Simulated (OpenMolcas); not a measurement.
## Lines of O2+: computed and rescaled rates

```
Program             : OpenMolcas 26.06
Method              : MS-CASPT2, IPEA 0.25 Eh, imaginary shift 0.1 Eh (closed shells correlated: 1s)
Basis               : ANO-RCC-VQZP [5s4p3d2f1g]
Scalar Hamiltonian  : DKH2, point nucleus
Active space        : 4 electrons in 4 orbitals (2s 2p)
State averaging     : 2S+1 = 3 even, 6 roots; 2S+1 = 1 even, 11 roots; 2S+1 = 5 odd, 1 root; 2S+1 = 3 odd, 9 roots; 2S+1 = 1 odd, 8 roots
Spin-orbit coupling : state interaction with AMFI integrals over the reference wave functions, term energies averaged over their components
```

Rates come from the transition moments of the reference wave functions (E1 and E2 in the length form). At fixed line strength A goes as λ^-3 for E1 and M1 and as λ^-5 for E2, so a rate at the computed wavelength can be rescaled to the measured one. Measured vacuum wavelengths follow from level energies in Moore, Selected Tables of Atomic Spectra, NSRDS-NBS 3, section 11. Branching counts decays inside the model space alone, at computed energies, and the table is only a selection of the E1 lines, drawn from those between levels with measured partners whose computed energy lies within a factor of 1.5 of the measured one.

```json
{"Upper": "2s 2p³ ⁵S°₂", "Lower": "2s² 2p² ³P₁", "Type": "E1", "λ computed (nm)": "172.7", "λ measured (nm)": "166.1", "A computed (s-1)": "2.69e+02", "A rescaled (s-1)": "", "Branching %": "25.4"}
{"Upper": "2p⁴ ³P₂", "Lower": "2s 2p³ ³S°₁", "Type": "E1", "λ computed (nm)": "112", "λ measured (nm)": "115.4", "A computed (s-1)": "8.01e+08", "A rescaled (s-1)": "7.32e+08", "Branching %": "8.6"}
{"Upper": "2p⁴ ³P₁", "Lower": "2s 2p³ ³S°₁", "Type": "E1", "λ computed (nm)": "111.8", "λ measured (nm)": "115.1", "A computed (s-1)": "8.09e+08", "A rescaled (s-1)": "7.41e+08", "Branching %": "8.7"}
{"Upper": "2p⁴ ³P₀", "Lower": "2s 2p³ ³S°₁", "Type": "E1", "λ computed (nm)": "111.6", "λ measured (nm)": "115", "A computed (s-1)": "8.13e+08", "A rescaled (s-1)": "7.43e+08", "Branching %": "8.7"}
{"Upper": "2s 2p³ ¹D°₂", "Lower": "2s² 2p² ¹D₂", "Type": "E1", "λ computed (nm)": "59.6", "λ measured (nm)": "59.96", "A computed (s-1)": "7.17e+09", "A rescaled (s-1)": "7.04e+09", "Branching %": "100.0"}
{"Upper": "2s 2p³ ¹P°₁", "Lower": "2s² 2p² ¹S₀", "Type": "E1", "λ computed (nm)": "59.29", "λ measured (nm)": "59.78", "A computed (s-1)": "2.23e+09", "A rescaled (s-1)": "2.18e+09", "Branching %": "18.3"}
{"Upper": "2s 2p³ ¹P°₁", "Lower": "2s² 2p² ¹D₂", "Type": "E1", "λ computed (nm)": "52.39", "λ measured (nm)": "52.58", "A computed (s-1)": "9.96e+09", "A rescaled (s-1)": "9.85e+09", "Branching %": "81.7"}
{"Upper": "2s 2p³ ³S°₁", "Lower": "2s² 2p² ³P₁", "Type": "E1", "λ computed (nm)": "50.41", "λ measured (nm)": "50.77", "A computed (s-1)": "5.29e+09", "A rescaled (s-1)": "5.18e+09", "Branching %": "33.3"}
{"Upper": "2s 2p³ ³S°₁", "Lower": "2s² 2p² ³P₀", "Type": "E1", "λ computed (nm)": "50.38", "λ measured (nm)": "50.74", "A computed (s-1)": "1.76e+09", "A rescaled (s-1)": "1.72e+09", "Branching %": "11.1"}
```

Spin-changing lines and M1 lines between different terms are not rescaled, since their strength hangs on the term gaps too.

The largest correction is for 2p⁴ ³P₀ → 2s 2p³ ³S°₁ (E1): 8.13e+08 × (111.6 / 115)^3 = 7.43e+08 s-1, a factor of 0.91.

The computed rate and branching of 2s 2p³ ¹D°₂ → 2s² 2p² ¹D₂ give the upper level a radiative lifetime of 1.000 / 7.17e+09 s-1 = 1.39e-10 s, counting decays inside the model space alone. The rescaled rate gives about 1.4e-10 s.

No measured rate stands beside these. Rescaling mends the energy factor alone: line strengths can still be far off where a level mixes with configurations outside the active space, and weak or spin-changing lines hang on small mixing coefficients that depend on the term gaps too, so rescaling need not improve them.

CASPT2 breaks the degeneracy within a term, and the mean is taken; among the terms shown or strongly mixed into the levels shown the widest spread is 400 cm-1 (2s 2p³ ¹D°). Computed and measured levels are paired by configuration, term and J; levels that our copy of the source lacks, or whose pairing is in doubt (as where it misses far off the trend of its configuration), stay unpaired. Only configurations of the active space appear.

° marks odd parity.
